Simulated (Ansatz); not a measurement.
Reaction (isomerisation): `C[CH2][GeH2][CH3]` → `C[CH](C)[GeH3]`

Computed with Ansatz on PBE0-D4/def2-TZVP structures; ΔE is electronic, products minus reactants. CBS: MP2 limit from def2 TZ/QZ plus the TZ coupled-cluster correction, frozen cores. DFT in def2-TZVPP. B3LYP here is the variant with VWN-RPA as its local correlation; programs differ in this. For Ge outer-core shells are correlated without core-valence functions, which leaves a few kJ/mol of doubt a bond. Scalar relativity is left out up to krypton. One conformer a species, not always the lowest.

```tsv
species	B3LYP-D4 energy (Eh)
`C[CH2][GeH2][CH3]`	-2197.46297
`C[CH](C)[GeH3]`	-2197.45114
```

(1) Work out ΔE.

Largest T1 diagnostic among the species: 0.010.

## Answers

(1) ΔE = (-2197.45114) − (-2197.46297) = 0.01183 Eh = +31.1 kJ/mol. CCSD(T)/CBS gives +30.8 kJ/mol.

At CCSD(T), def2-SVP lies −13.0 kJ/mol from the extrapolated value and def2-TZVPP +1.6 kJ/mol. Leaving LDA and LC-ωPBE aside and taking each functional with its dispersion term where it has one, the values, not all of them listed here, spread over 6.0 kJ/mol, from B97M-V to B2PLYP. LDA lies −9.2 kJ/mol from PBE without D4.
